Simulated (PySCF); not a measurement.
**Ce(III) with more and more SH**

Computed with PySCF 2.14.0, PBE0, def2-SVP on the ligands, density fitting, scalar-relativistic core potentials, no spin-orbit coupling, vacuum. The metal has lcecp-1-SVP with ECP47. Each complex is relaxed within the symmetry of its template. Distances are means of the shortest metal–ligand contacts, charges and spins Mulliken's; removal energies are rigid, with the ligand's formal charge and no counterpoise, so too large; for an anion taken off a cation in vacuum most of it is the attraction of opposite charges, and multiply charged cations can part far more cheaply with an electron moved from ligand to metal. lcecp potentials hold a fixed number of 4f electrons in the core, out of states, spins and gaps.

Task: Order these by the metal–ligand distance, lowest first.
A. [Ce(SH)2]+
B. Ce(SH)3
C. [Ce(SH)4]−

Result: A (2.589), B (2.692), C (2.774).

Task: What else do they give?

Result: 
```csv
complex,point group,M–SH (Å),charge on M (e),dipole (D),removal of one SH (eV),"strongest infrared band, degenerate modes summed (cm⁻¹)",unstable modes (below −25 cm⁻¹)
[Ce(SH)2]+,C2v,2.589,1.17,–,13.86,361,0
Ce(SH)3,C3,2.692,0.90,0.64,8.73,309,0
[Ce(SH)4]−,S4,2.774,0.65,–,4.48,270,0
```

The more ligands, the longer each bond and the weaker the last ligand is held.

Moved off a saddle point of the template and relaxed again: Ce(SH)3. One start shape was tried for each, so a minimum needn't be the lowest isomer.
